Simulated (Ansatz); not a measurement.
Ansatz (a quantum-chemistry and plane-wave program) input (B3LYP-D3(BJ)/def2-TZVP):

Ansatz 0.2 input:
```yaml
crystal:
  periodic: [false, false, false]
  atoms:
    - {symbol: C, position_ang: [-0.93890601, 1.62641742, -0.53385329]}
    - {symbol: Si, position_ang: [-0.04300855, 0.34056484, 0.33077080]}
    - {symbol: C, position_ang: [1.64362332, -0.04321139, -0.48886271]}
    - {symbol: C, position_ang: [-1.02703764, -1.29920113, 0.41263795]}
    - {symbol: F, position_ang: [0.53241632, 0.29671108, 1.97644439]}
    - {symbol: H, position_ang: [-1.95369116, 1.83982511, -0.19233748]}
    - {symbol: H, position_ang: [-0.41028238, 2.56483819, -0.71266886]}
    - {symbol: H, position_ang: [2.24823654, -0.73360924, 0.09580042]}
    - {symbol: H, position_ang: [1.50985652, -0.47108632, -1.47892026]}
    - {symbol: H, position_ang: [2.21507319, 0.87411996, -0.60664025]}
    - {symbol: H, position_ang: [-1.17868050, -1.71480205, -0.58003149]}
    - {symbol: H, position_ang: [-2.00935731, -1.12046754, 0.84291954]}
    - {symbol: H, position_ang: [-0.53493838, -2.05538384, 1.02110071]}
basis:
  gaussian:
    orbitals: def2-TZVP
hamiltonian:
  xc: b3lyp
  dispersion: d3bj
total_charge: -1
relax: {f_tol: 0.002, max_steps: 150}
```

Output:

```
Functional definition: B3LYP
integrals: 0.13 GiB planned
1309 factors; their error is unknown
0.27 GiB of the device are held for the grids
1.16 GiB of device memory are held for the factors and their scratch space
mean field: 0.99 GiB planned
mean field evaluation 1: about -13827.5794 eV, gradient 7.8e1 eV
mean field evaluation 2: about -13809.7905 eV, gradient 1.0e2 eV
mean field evaluation 4: about -13841.6418 eV, gradient 8.7e0 eV
mean field evaluation 8: about -13841.7674 eV, gradient 2.2e-1 eV
mean field evaluation 16: about -13841.7867 eV, gradient 1.5e-4 eV
mean field -13841.78668590 eV, -508.6762784068 hartree, gradient 3.2e-5 eV, S^2 0.000000; 0 other end points of the search recorded, 0 dependent functions left out
the calculation of the forces begins
reference -13841.78700318 eV, -508.6762900666 hartree; 25, 25 occupied and 184, 184 virtual orbitals, 1309 factors
relax step   1: F+E_penalty+E_count = -13842.24737060 eV  Δ(F+E_penalty+E_count) = +0.000e0 eV  max|allowed force component| = 7.987e-1 eV/Å  Δτ_max = 0.0000 Å  (29 SCF iters, accepted)
these checks for a lower state are left out or cut short: starts, cluster_reference, orbital_swaps, neighbouring_geometries, increment
integrals: 0.13 GiB planned
1309 factors; their error is unknown
0.27 GiB of the device are held for the grids
1.16 GiB of device memory are held for the factors and their scratch space
mean field: 0.99 GiB planned
mean field -13841.86010354 eV, -508.6789764553 hartree, gradient 5.1e-6 eV, S^2 0.000000; 0 other end points of the search recorded, 0 dependent functions left out
the calculation of the forces begins
reference -13841.86041915 eV, -508.6789880539 hartree; 25, 25 occupied and 184, 184 virtual orbitals, 1309 factors
relax step   2: F+E_penalty+E_count = -13842.32151795 eV  Δ(F+E_penalty+E_count) = -7.415e-2 eV  max|allowed force component| = 7.555e-1 eV/Å  Δτ_max = 0.0795 Å  (31 SCF iters, accepted)
these checks for a lower state are left out or cut short: starts, cluster_reference, orbital_swaps, neighbouring_geometries, increment
integrals: 0.13 GiB planned
1309 factors; their error is unknown
0.27 GiB of the device are held for the grids
1.16 GiB of device memory are held for the factors and their scratch space
mean field: 0.99 GiB planned
mean field evaluation 32: about -13841.8923 eV, gradient 2.4e-5 eV
mean field -13841.89233027 eV, -508.6801607658 hartree, gradient 2.4e-5 eV, S^2 0.000000; 0 other end points of the search recorded, 0 dependent functions left out
the calculation of the forces begins
reference -13841.89264561 eV, -508.6801723543 hartree; 25, 25 occupied and 184, 184 virtual orbitals, 1309 factors
relax step   3: F+E_penalty+E_count = -13842.35595178 eV  Δ(F+E_penalty+E_count) = -3.443e-2 eV  max|allowed force component| = 2.377e-1 eV/Å  Δτ_max = 0.0536 Å  (31 SCF iters, accepted)
these checks for a lower state are left out or cut short: starts, cluster_reference, orbital_swaps, neighbouring_geometries, increment
integrals: 0.13 GiB planned
1309 factors; their error is unknown
0.27 GiB of the device are held for the grids
1.16 GiB of device memory are held for the factors and their scratch space
mean field: 0.99 GiB planned
mean field -13841.89773962 eV, -508.6803595556 hartree, gradient 1.8e-5 eV, S^2 0.000000; 0 other end points of the search recorded, 0 dependent functions left out
the calculation of the forces begins
reference -13841.89805582 eV, -508.6803711757 hartree; 25, 25 occupied and 184, 184 virtual orbitals, 1309 factors
relax step   4: F+E_penalty+E_count = -13842.36110380 eV  Δ(F+E_penalty+E_count) = -5.152e-3 eV  max|allowed force component| = 6.584e-2 eV/Å  Δτ_max = 0.0237 Å  (31 SCF iters, accepted)
these checks for a lower state are left out or cut short: starts, cluster_reference, orbital_swaps, neighbouring_geometries, increment
integrals: 0.13 GiB planned
1309 factors; their error is unknown
0.27 GiB of the device are held for the grids
1.16 GiB of device memory are held for the factors and their scratch space
mean field: 0.99 GiB planned
mean field -13841.89874863 eV, -508.6803966361 hartree, gradient 1.8e-5 eV, S^2 0.000000; 0 other end points of the search recorded, 0 dependent functions left out
the calculation of the forces begins
reference -13841.89906529 eV, -508.6804082734 hartree; 25, 25 occupied and 184, 184 virtual orbitals, 1309 factors
relax step   5: F+E_penalty+E_count = -13842.36212379 eV  Δ(F+E_penalty+E_count) = -1.020e-3 eV  max|allowed force component| = 3.682e-2 eV/Å  Δτ_max = 0.0130 Å  (31 SCF iters, accepted)
these checks for a lower state are left out or cut short: starts, cluster_reference, orbital_swaps, neighbouring_geometries, increment
integrals: 0.13 GiB planned
1309 factors; their error is unknown
0.27 GiB of the device are held for the grids
1.16 GiB of device memory are held for the factors and their scratch space
mean field: 0.99 GiB planned
mean field -13841.89896774 eV, -508.6804046884 hartree, gradient 1.8e-5 eV, S^2 0.000000; 0 other end points of the search recorded, 0 dependent functions left out
the calculation of the forces begins
reference -13841.89928455 eV, -508.6804163309 hartree; 25, 25 occupied and 184, 184 virtual orbitals, 1309 factors
relax step   6: F+E_penalty+E_count = -13842.36229755 eV  Δ(F+E_penalty+E_count) = -1.738e-4 eV  max|allowed force component| = 1.150e-2 eV/Å  Δτ_max = 0.0073 Å  (33 SCF iters, accepted)
these checks for a lower state are left out or cut short: starts, cluster_reference, orbital_swaps, neighbouring_geometries, increment
integrals: 0.13 GiB planned
1309 factors; their error is unknown
0.27 GiB of the device are held for the grids
1.16 GiB of device memory are held for the factors and their scratch space
mean field: 0.99 GiB planned
mean field -13841.89902554 eV, -508.6804068126 hartree, gradient 1.8e-5 eV, S^2 0.000000; 0 other end points of the search recorded, 0 dependent functions left out
the calculation of the forces begins
reference -13841.89934238 eV, -508.6804184560 hartree; 25, 25 occupied and 184, 184 virtual orbitals, 1309 factors
relax step   7: F+E_penalty+E_count = -13842.36232059 eV  Δ(F+E_penalty+E_count) = -2.304e-5 eV  max|allowed force component| = 2.519e-3 eV/Å  Δτ_max = 0.0045 Å  (33 SCF iters, accepted)
these checks for a lower state are left out or cut short: starts, cluster_reference, orbital_swaps, neighbouring_geometries, increment
integrals: 0.13 GiB planned
1309 factors; their error is unknown
0.27 GiB of the device are held for the grids
1.16 GiB of device memory are held for the factors and their scratch space
mean field: 0.99 GiB planned
mean field evaluation 64: about -13841.8989 eV, gradient 3.6e-1 eV
mean field -13841.89905156 eV, -508.6804077685 hartree, gradient 1.8e-5 eV, S^2 0.000000; 0 other end points of the search recorded, 0 dependent functions left out
the calculation of the forces begins
reference -13841.89936838 eV, -508.6804194115 hartree; 25, 25 occupied and 184, 184 virtual orbitals, 1309 factors
relax step   8: F+E_penalty+E_count = -13842.36233951 eV  Δ(F+E_penalty+E_count) = -1.892e-5 eV  max|allowed force component| = 4.405e-3 eV/Å  Δτ_max = 0.0080 Å  (32 SCF iters, accepted)
these checks for a lower state are left out or cut short: starts, cluster_reference, orbital_swaps, neighbouring_geometries, increment
integrals: 0.13 GiB planned
1309 factors; their error is unknown
0.27 GiB of the device are held for the grids
1.16 GiB of device memory are held for the factors and their scratch space
mean field: 0.99 GiB planned
mean field -13841.89902696 eV, -508.6804068647 hartree, gradient 1.8e-5 eV, S^2 0.000000; 0 other end points of the search recorded, 0 dependent functions left out
the calculation of the forces begins
reference -13841.89934377 eV, -508.6804185073 hartree; 25, 25 occupied and 184, 184 virtual orbitals, 1309 factors
relax step   9: F+E_penalty+E_count = -13842.36234294 eV  Δ(F+E_penalty+E_count) = -3.430e-6 eV  max|allowed force component| = 1.254e-3 eV/Å  Δτ_max = 0.0038 Å  (32 SCF iters, accepted)
integrals: 0.13 GiB planned
1309 factors; their error is unknown
0.27 GiB of the device are held for the grids
1.16 GiB of device memory are held for the factors and their scratch space
mean field: 0.99 GiB planned
mean field -13841.89902696 eV, -508.6804068647 hartree, gradient 3.5e-5 eV, S^2 0.000000; 1 other end points of the search recorded, 0 dependent functions left out
the calculation of the forces begins
reference -13841.89934377 eV, -508.6804185073 hartree; 25, 25 occupied and 184, 184 virtual orbitals, 1309 factors
Total energy: -13842.36265975 eV, -508.6974450553 hartree
Atom 0 at    -0.902067     1.640964    -0.400915 Å, force    -0.000119     0.001254    -0.000354 eV/Å
Atom 1 at    -0.030645     0.317391     0.334030 Å, force     0.000087     0.000435    -0.000589 eV/Å
Atom 2 at     1.643195    -0.046623    -0.499330 Å, force     0.000478    -0.000027     0.000003 eV/Å
Atom 3 at    -1.028612    -1.303583     0.405333 Å, force    -0.000252    -0.000992     0.000963 eV/Å
Atom 4 at     0.483889     0.376640     1.936322 Å, force    -0.000092    -0.000035     0.000161 eV/Å
Atom 5 at    -1.960049     1.800048    -0.198300 Å, force    -0.000375    -0.000312     0.000138 eV/Å
Atom 6 at    -0.385088     2.540310    -0.731985 Å, force     0.000230     0.000278     0.000037 eV/Å
Atom 7 at     2.252185    -0.739409     0.090486 Å, force    -0.000264     0.000143    -0.000379 eV/Å
Atom 8 at     1.500183    -0.471320    -1.496127 Å, force    -0.000065    -0.000152     0.000168 eV/Å
Atom 9 at     2.212038     0.881337    -0.615469 Å, force     0.000177    -0.000283     0.000069 eV/Å
Atom 10 at    -1.165954    -1.723230    -0.594392 Å, force     0.000405     0.000126     0.000337 eV/Å
Atom 11 at    -2.022801    -1.111946     0.821345 Å, force     0.000262    -0.000335    -0.000211 eV/Å
Atom 12 at    -0.542970    -2.055863     1.035363 Å, force    -0.000472    -0.000102    -0.000343 eV/Å
Dipole moment:     0.335773    -0.624110     0.124588 e Å
```

It need not be the lowest isomer of its formula. Whether it binds its extra electron was not tested at this geometry.
